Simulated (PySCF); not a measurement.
Below is a simulated gas-phase Si 2p photoelectron spectrum of `C1[SiH2]O[SiH2]C1`.

Every computed line was given a Gaussian of 0.6 eV full width at half maximum and an area set by the number of equivalent atoms (split 2:1 within a doublet); the highest printed point is 100. Computed with delta-SCF UKS SCAN, pcX-2 on the ionised atom, pcseg-1 elsewhere, spin-free X2C in PySCF.

binding energy (eV), intensity and a bar:
```
    106.3          0 
    106.4          1 
    106.5          3 #
    106.6          8 ##
    106.7         18 #####
    106.8         34 ##########
    106.9         56 #################
    107.0         78 #######################
    107.1         95 #############################
    107.2        100 ##############################
    107.3         93 ############################
    107.4         80 ########################
    107.5         67 ####################
    107.6         60 ##################
    107.7         57 #################
    107.8         53 ################
    107.9         46 ##############
    108.0         36 ###########
    108.1         24 #######
    108.2         14 ####
    108.3          7 ##
    108.4          3 #
    108.5          1 
    108.6          0
```

Question: Count the maxima, the lines and the sites behind this envelope.

Answer: The curve has 1 maximum (at 107.2 eV). Under it lie 2 lines from 1 inequivalent silicon site, drawn as a 2p3/2, 2p1/2 pair. At this width some lines have no maximum of their own.

Question: Decompose the envelope and assign each component. Numbering: `[CH2:1]1[CH2:2][SiH2:3][O:4][SiH2:5]1`.

Answer: 
```csv
position (eV),relative area,line,atoms,environment
107.17,1.33,Si 2p3/2,Si3/Si5,oxygen-bound silicon
107.80,0.67,Si 2p1/2,Si3/Si5,oxygen-bound silicon
```

Shake-up satellites, vibrational structure and lifetime widths aren't simulated. Atoms equivalent by their bonding share one computed value, that of the first of them. 2p3/2 and 2p1/2 are the ΔSCF energy of one spin-free 2p hole plus the eigenvalues of a spin–orbit and ligand-field matrix of the shell. 2p1/2 minus 2p3/2 (ligand field included): Si 0.63 eV. Isolated species at its PBE0-D3(BJ)/def2-SVP geometry (one conformer only).

Hardware: one thread of an x86-64 server, on a shared host. Cost: 39 s.
